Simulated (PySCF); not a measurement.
Radial density of Ni(24+) (nickel, charge +24)

BP86, [He] 2s2, closed-shell 1S. All numbers are calculated (PySCF 2.14, no relativity, point nucleus, in an uncontracted even-tempered set (17 s from 6.5 bohr⁻², ratio 2.2; 8 p from 10 bohr⁻², ratio 2.4; 6 d from 30 bohr⁻², ratio 2.4; 5 f from 45 bohr⁻², ratio 2.4; 4 g from 68 bohr⁻², ratio 2.4)).

| r (bohr) | 4πr²ρ (e/bohr) |
| --- | --- |
| 0.000916 | 0.1518 |
| 0.00154 | 0.4148 |
| 0.00259 | 1.106 |
| 0.00436 | 2.834 |
| 0.00733 | 6.784 |
| 0.0123 | 14.48 |
| 0.0207 | 25.46 |
| 0.0349 | 32.15 |
| 0.0587 | 23.08 |
| 0.0987 | 8.568 |
| 0.166 | 9.662 |
| 0.279 | 6.373 |
| 0.470 | 0.4524 |
| 0.790 | 0.001279 |
